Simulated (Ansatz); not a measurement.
Consider the substitution at a C–Te bond: `[CH3][Zn][Te]C` + H₂Se → `C[SeH]` + `[CH3][Zn][TeH]`.

Computed with Ansatz on PBE0-D4/def2-TZVP structures; ΔE is electronic, products minus reactants. CCSD(T)/CBS adds triple-zeta CCSD(T) − MP2 to the extrapolated MP2 energy (def2 sets, frozen cores). Functionals use def2-TZVPP. def2 core potentials past Kr. For Se, Te, Zn outer-core shells are correlated without core-valence functions, which leaves a few kJ/mol of doubt a bond. Scalar relativity is left out up to krypton. One conformer a species, not always the lowest.

`[CH3][Zn][Te]C`:

```xyz
10

C    -1.924    0.343   -1.708
Zn   -0.801   -0.572   -0.410
Te    0.633   -1.750    1.249
C     1.962   -0.088    1.633
H    -2.538    1.103   -1.220
H    -1.312    0.829   -2.471
H    -2.587   -0.370   -2.204
H     2.681   -0.445    2.368
H     2.481    0.197    0.722
H     1.406    0.751    2.043
```

H₂Se:

```xyz
3

Se   -0.089    0.186    0.653
H     0.503   -0.981   -0.011
H    -0.414    0.795   -0.641
```

`C[SeH]`:

Z-matrix (Å, degrees):
```
C
Se 1 1.949
H 1 1.088 2 110.6
H 1 1.087 2 110.6 3 -123.3
H 1 1.089 2 106.0 3 118.4
H 2 1.468 1 95.4 3 61.7
```

`[CH3][Zn][TeH]`:

```xyz
7

C    -1.395    0.059    0.029
Zn    0.518    0.129   -0.304
Te    2.972    0.222   -0.735
H    -1.893   -0.559   -0.722
H    -1.590   -0.371    1.014
H    -1.826    1.061   -0.002
H     3.213   -0.541    0.719
```

Is it downhill or uphill in electronic energy at CCSD(T)/CBS, and by how much? (An estimate is asked.)

Ansatz gave: Uphill: ΔE = +0.8 kcal/mol.

What do these levels give: B2PLYP, PBE-QIDH, SCS-MP2/def2-TZVPP, MP2/def2-QZVPP, HF/CBS(def2), CCSD/CBS(def2)? (Estimate.)

Computed: B2PLYP -0.3, PBE-QIDH -0.7, SCS-MP2/def2-TZVPP -0.2, MP2/def2-QZVPP 0.9, HF/CBS(def2) -2.0, CCSD/CBS(def2) 0.3 kcal/mol.

Largest T1 diagnostic among the species: 0.013.

From BLYP to BHLYP (50 % exact exchange), in def2-TZVPP and without D4, ΔE moves by −1.0 kcal/mol. Leaving LDA and LC-ωPBE aside and taking each functional with its dispersion term where it has one, the values, not all of them listed here, spread over 1.4 kcal/mol, from ωB97X-V to BLYP-D4.
